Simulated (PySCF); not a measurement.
The complex [FeCl6]4- (charge -4) contains Fe(II), shell d6. The structure is a PBE0-D3(BJ)/def2-SVP, IEF-PCM water geometry optimised for multiplicity 5; coordination octahedral, point group Oh, metal–donor distances 2.59 Å.

```
7

Fe    0.0000    0.0000    0.0000
Cl    0.0000    0.0000    2.5869
Cl    0.0000    0.0000   -2.5869
Cl    0.0000   -2.5869    0.0000
Cl    0.0000    2.5869    0.0000
Cl    2.5869    0.0000    0.0000
Cl   -2.5869    0.0000    0.0000
```

Method (PySCF 2.14, density fitting): CASSCF(6,5) with orbitals averaged over all microstates of the shell, strongly contracted NEVPT2 on the averaged canonical orbitals; basis x2c-TZVPall on the metal, x2c-SVPall elsewhere; spin-free X2C; IEF-PCM water; spin-orbit coupling by state interaction with the mean-field operator over all roots.

(1) What is the ground state?

(2) Where do the spin-allowed transitions within the shell lie?

(3) Which is the lowest state of another spin?

(4) Give the fitted ligand-field and repulsion parameters.

(5) What magnetic behaviour follows?

The ground state is orbitally degenerate in this regular structure, which would distort (Jahn–Teller), so its moment is that of the undistorted model. NEVPT2 lifts 5Eg from 3904 to 5205 cm⁻¹; on the d shell alone it tends to overshoot states that fill the eg-type orbitals. Gaps between spin states lean to high spin in this active space.

The job took 18 s on one thread of Arm Neoverse V2 (shared host), with 156 basis functions and a peak of 0.63 GiB, launched as `OMP_NUM_THREADS=1 python lf_run.py task.json out`.

## Answers

(1) 5T2g (S = 2, orbital degeneracy 3), with 4.0 electrons in the lower (t2g-type) set and 2.0 in the upper (eg-type) set, by NEVPT2.

(2) By NEVPT2: 5Eg at 5205 cm⁻¹. All are electric-dipole forbidden at this geometry.

(3) 3T1g at 16579 cm⁻¹ by NEVPT2; CASSCF alone puts it at 19309 cm⁻¹ above the same ground state.

(4) At CASSCF level (the NEVPT2 levels don't fit a ligand-field model well): orbital energies 0, 0, 0, 3918, 3918 cm⁻¹; 10Dq = 3918 cm⁻¹; B = 1139 cm⁻¹; C = 4211 cm⁻¹; B over its free-ion value at the same level 0.964; rms of the fit 15 cm⁻¹; ζ = 401 cm⁻¹ (free ion 412).

(5) Degenerate or low-lying orbital states mix with the ground state, so no spin-only Hamiltonian applies. The lowest spin-orbit level is 3-fold; the next lies at 183.3 cm⁻¹. μeff is 5.76 μB at 300 K and 5.13 μB at 10 K; the spin-only value is 4.90 μB.
